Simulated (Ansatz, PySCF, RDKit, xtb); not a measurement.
Pair of molecules: NH3 (SMILES N) (first 4 atoms) with C2H3N (SMILES CC#N); geometry from B3LYP-D3(BJ)/def2-TZVP, rigid monomers moved along the line of their centres of mass till N1···H10 is 3.41 Å.
(charge 0, multiplicity 1):
```xyz
10

N     -0.0534     0.0041     0.1706
H      0.6499     0.3073    -0.4937
H      0.3704    -0.7143     0.7493
H     -0.7955    -0.4377    -0.3603
C     -0.3266     1.2890     4.2871
C      0.3490     0.0105     4.4298
N      0.8823    -1.0055     4.5066
H     -1.2718     1.2787     4.8305
H      0.2978     2.0915     4.6805
H     -0.5143     1.4554     3.2244
```

Interaction energies are E(AB) − E(A) − E(B) at the monomers' geometry in the complex; basis-set methods are counterpoise corrected. RDKit's UFF carries no charges.

Codes used: Ansatz (Gaussian basis) for Hartree–Fock, density functionals and correlated methods; PySCF for the dispersion terms; RDKit for the force fields; xtb for the GFN methods. 

Problem. One of these levels gives -0.46 kcal/mol for the interaction energy. Name it.
(A) PBE0-D4/def2-TZVPPD
(B) GFN2-xTB
(C) UFF

Solution. C, UFF. The others give -1.91 (GFN2-xTB), -2.45 (PBE0-D4/def2-TZVPPD)

Ansatz is an electronic-structure program.
